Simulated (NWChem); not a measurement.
# Si2NH6OCl; SMILES N[Si@@H](Cl)O[SiH3]

```xyz
11

N     -1.5979     0.8260     0.6703
Si    -0.5362     0.5999    -0.6519
Cl     1.1188     1.7598    -0.2111
O     -0.1170    -0.9868    -0.7933
Si     0.3071    -2.2567     0.2017
H     -2.5327     0.4353     0.6857
H     -1.5024     1.6273     1.2819
H     -1.0299     1.0003    -1.9895
H      1.0720    -3.2403    -0.6139
H     -0.9209    -2.9133     0.7407
H      1.1504    -1.7818     1.3383
```
Atoms are numbered in this order, from 1.

Coordinates come from a PBE0/def2-SVP optimisation.

### Question
Give the principal values of the shielding tensors (ppm) of N1, Si2, Cl3, O4, Si5 from B3LYP/6-31G* (spherical d), GIAO (NWChem), with their diamagnetic and paramagnetic parts as GIAO splits them.

### Answer
| atom | σ11 | σ22 | σ33 | isotropic | diamagnetic | paramagnetic |
|---|---|---|---|---|---|---|
| N1 | 201.5 | 226.0 | 261.5 | 229.7 | 321.0 | -91.3 |
| Si2 | 414.0 | 431.1 | 449.7 | 431.6 | 881.9 | -450.3 |
| Cl3 | 799.1 | 876.5 | 1053.9 | 909.8 | 1148.5 | -238.7 |
| O4 | 229.9 | 277.4 | 292.7 | 266.7 | 393.9 | -127.2 |
| Si5 | 397.6 | 407.7 | 491.7 | 432.4 | 880.6 | -448.3 |
